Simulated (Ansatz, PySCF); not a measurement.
Gas-phase reaction in SMILES: F[SiH2]Cl -> F[SiH2] + Cl atom (the Cl-Si bond at the site shown breaks; other sites are not compared here)
Each molecule is optimised on its own at B3LYP-D3(BJ)/def2-TZVP (Ansatz, a quantum-chemistry and plane-wave program).

Wanted: bond dissociation energy (0 K, with B3LYP-D3(BJ) harmonic zero-point energies from PySCF), in kJ/mol. Valence correlation only, unless marked. UHF or UKS for open shells. Spin-orbit coupling is left out. No relativistic terms. FCI takes restricted orbitals. CBS marks a two-point X^-3 extrapolation of the correlation energy; Hartree-Fock from the larger set.

```
level                                        program  bond dissociation energy (kJ/mol)  minus last row
------------------------------------  --------------  ---------------------------------  --------------
r2SCANh-D4/def2-TZVPD                 Ansatz + dftd4                              465.8           -19.2
B2GP-PLYP-D4/def2-TZVPD               Ansatz + dftd4                              467.5           -17.5
MP2/cc-pV(D+d)Z                               Ansatz                              452.0           -33.0
RI-MP2/aug-cc-pV(T+d)Z                        Ansatz                              486.1             1.1
CCSD/cc-pwCVTZ                                Ansatz                              455.9           -29.1
CCSD/CBS(cc-pV(T+d)Z,cc-pV(Q+d)Z)             Ansatz                              474.3           -10.7
CCSD(T)/cc-pVTZ                               Ansatz                              458.0           -27.0
CCSD(T)/cc-pwCVTZ                             Ansatz                              465.2           -19.8
FCI/STO-3G                                    Ansatz                              431.6           -53.4
CCSD(T)/CBS(cc-pV(T+d)Z,cc-pV(Q+d)Z)          Ansatz                              485.0             0.0
```
